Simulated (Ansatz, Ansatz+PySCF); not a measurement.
```yaml
atoms:
  - { symbol: Ca, position_ang: [0.0000, 0.0000, 0.0000] }
  - { symbol: O, position_ang: [0.0000, 0.0000, 2.1000] }
```

Basis set: def2-SVP (spherical functions). Charge 0, multiplicity 3.

Computed with Ansatz (development build ahead of 0.2.0); each method stands on the lowest determinant of its kind that the runs found. Restricted functionals stand beside restricted open-shell atoms, which can lie above the unrestricted atoms usual in DFT and then raise those values.

Q: Give the atomization energy at this shape (free ground-state atoms in the same class of orbitals less the molecule, no zero-point energy) of triplet CaO by PBE0 (unrestricted), PBE0 (restricted open-shell), UHF, ROHF.

A:

```json
{"method": "PBE0 (unrestricted)", "atomization energy": "75.95 kcal/mol"}
{"method": "PBE0 (restricted open-shell)", "atomization energy": "76.44 kcal/mol"}
{"method": "UHF", "atomization energy": "42.51 kcal/mol"}
{"method": "ROHF", "atomization energy": "43.53 kcal/mol"}
```
